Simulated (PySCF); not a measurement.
C2H5BBrF, SMILES CCB(Br)F.

The structure is a stationary point at PBE-D3(BJ)/def2-SVP. The structure was generated by enumeration, and PubChem lists no compound with its InChIKey, so it may never have been made. One conformer was computed; it need not be the lowest.

Method: TDDFT-ωB97X/def2-SVPD run with PySCF 2.14.0.

Vertical excitations. The molecule is in vacuum. State labels are in the subgroup Cs.

Computed excitation energies, oscillator strengths and character:
| state | symmetry | energy (eV) | λ (nm) | f | main pairs |
|---|---|---|---|---|---|
| S1 | A" | 6.57 | 189 | 0.000 | HOMO→LUMO 97 % |
| S2 | A" | 7.24 | 171 | 0.000 | HOMO−2→LUMO 92 % |
| S3 | A' | 7.37 | 168 | 0.111 | HOMO−1→LUMO 94 % |
| S4 | A' | 8.07 | 154 | 0.069 | HOMO→LUMO+1 69 %, HOMO→LUMO+2 16 % |
| S5 | A" | 8.37 | 148 | 0.072 | HOMO−1→LUMO+1 68 %, HOMO−1→LUMO+2 15 % |
| S6 | A' | 8.59 | 144 | 0.024 | HOMO→LUMO+2 34 %, HOMO→LUMO+5 18 %, HOMO→LUMO+1 17 %, HOMO→LUMO+7 11 % |
| S7 | A" | 8.93 | 139 | 0.021 | HOMO−1→LUMO+2 29 %, HOMO−1→LUMO+5 19 %, HOMO−1→LUMO+1 17 %, HOMO−1→LUMO+7 16 % |
| S8 | A' | 9.03 | 137 | 0.034 | HOMO−2→LUMO+1 51 %, HOMO−3→LUMO 28 % |
| S9 | A" | 9.09 | 136 | 0.014 | HOMO−4→LUMO 87 % |
| S10 | A' | 9.11 | 136 | 0.058 | HOMO−3→LUMO 64 %, HOMO−2→LUMO+1 20 % |
| T1 | A" | 6.34 | 195 | 0 | HOMO→LUMO 83 %, HOMO−2→LUMO 13 % |
| T2 | A' | 6.59 | 188 | 0 | HOMO−1→LUMO 96 % |
| T3 | A" | 6.85 | 181 | 0 | HOMO−2→LUMO 79 %, HOMO→LUMO 15 % |
| T4 | A' | 7.68 | 161 | 0 | HOMO→LUMO+1 38 %, HOMO→LUMO+2 26 %, HOMO→LUMO+7 16 %, HOMO→LUMO+10 12 % |
Triplets are in the Tamm–Dancoff approximation, which puts them higher than full response would, so one can lie above its singlet here.
